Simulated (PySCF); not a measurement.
C6H3FSi, SMILES C#C[Si](F)(C#C)C#C. Atoms are numbered in the order given.

```xyz
11

C     -2.5073    -1.4476     0.6950
C     -1.5002    -0.8661     0.3003
Si     0.0000     0.0000    -0.2748
F      0.0000     0.0000    -1.9104
C      1.5002    -0.8661     0.3003
C      2.5073    -1.4476     0.6950
C      0.0000     1.7323     0.3003
C      0.0000     2.8952     0.6950
H     -3.3958    -1.9606     1.0413
H      3.3958    -1.9606     1.0413
H      0.0000     3.9211     1.0413
```

The structure is a stationary point at PBE-D3(BJ)/def2-SVP.

These are PySCF with PBE/def2-TZVP values and carry that method's errors.

Symmetry labels are those of the subgroup Cs that the program uses (full group C3v).

Computed valence orbital energies around the gap with their symmetry:
```json
[
 {"orbital": "HOMO−7", "symmetry": "A'", "energy (eV)": "-9.58"},
 {"orbital": "HOMO−6", "symmetry": "A\"", "energy (eV)": "-9.58"},
 {"orbital": "HOMO−5", "symmetry": "A'", "energy (eV)": "-7.77"},
 {"orbital": "HOMO−4", "symmetry": "A'", "energy (eV)": "-7.63"},
 {"orbital": "HOMO−3", "symmetry": "A\"", "energy (eV)": "-7.63"},
 {"orbital": "HOMO−2", "symmetry": "A\"", "energy (eV)": "-7.29"},
 {"orbital": "HOMO−1", "symmetry": "A'", "energy (eV)": "-7.29"},
 {"orbital": "HOMO", "symmetry": "A\"", "energy (eV)": "-7.15"},
 {"orbital": "LUMO", "symmetry": "A'", "energy (eV)": "-2.47"},
 {"orbital": "LUMO+1", "symmetry": "A'", "energy (eV)": "-1.74"},
 {"orbital": "LUMO+2", "symmetry": "A\"", "energy (eV)": "-1.74"},
 {"orbital": "LUMO+3", "symmetry": "A\"", "energy (eV)": "-0.64"}
]
```
